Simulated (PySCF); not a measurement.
CCl₂, neutral, multiplicity 1.

```xyz
3

Cl     0.0000    -1.3947     0.1479
C      0.0000     0.0000    -0.8381
Cl     0.0000     1.3947     0.1479
```

Geometry optimised at PBE0-D3(BJ)/def2-TZVP. The isomer is the one that the SMILES or the coordinates give; other isomers of the formula were not compared.

Method: KT2/pcSseg-2 in PySCF. Non-relativistic, no solvent.

Question: Give the absolute GIAO shielding of each atom: isotropic value and principal components (ppm). (The exact figures need the calculation; the answer reports its results.)

Answer: 
```
atom  σ(iso)      σ11     σ22    σ33    span
----  ------  -------  ------  -----  ------
Cl1   -157.1  -1078.6    80.8  526.4  1605.0
C2    -338.7   -934.5  -137.4   55.9   990.4
Cl3   -157.1  -1078.6    80.8  526.4  1605.0
```
